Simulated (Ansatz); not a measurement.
Reaction R1 → P1 + P2, each structure at its B3LYP-D3(BJ)/def2-TZVP stationary point, reached from a drawn start (curvature not checked).
R1, F2La (SMILES [F][La][F]) (charge 0, multiplicity 2):
```xyz
3

La     0.00405     0.00550    -0.79626
F      1.76072    -0.00623     0.40711
F     -1.76467     0.00073     0.38925
```
P1, FLa (SMILES [F][La]) (charge 0, multiplicity 1):
```xyz
2

La    -0.0090    -0.0181    -1.0446
F      0.0090     0.0181     1.0446
```
P2: F atom, charge 0, multiplicity 2.

P less R. No zero-point or thermal terms; singlets are restricted closed shells; open shells are unrestricted; no spin–orbit coupling. The spin states of the d-block species are the ones drawn and need not be the lowest.

The values were computed with Ansatz (a first-principles code) with Gaussian orbitals. No computed number here is a measurement. Elements past Kr take the def2 small-core potentials, without spin–orbit coupling.

Q: One of these levels gives 120.03 kcal/mol for the reaction energy. Name it.
(A) SVWN5/def2-TZVPP
(B) PBE0/def2-TZVPP
(C) HF/def2-SVP

A: C, HF/def2-SVP. The others give 173.53 (SVWN5/def2-TZVPP), 153.04 (PBE0/def2-TZVPP)
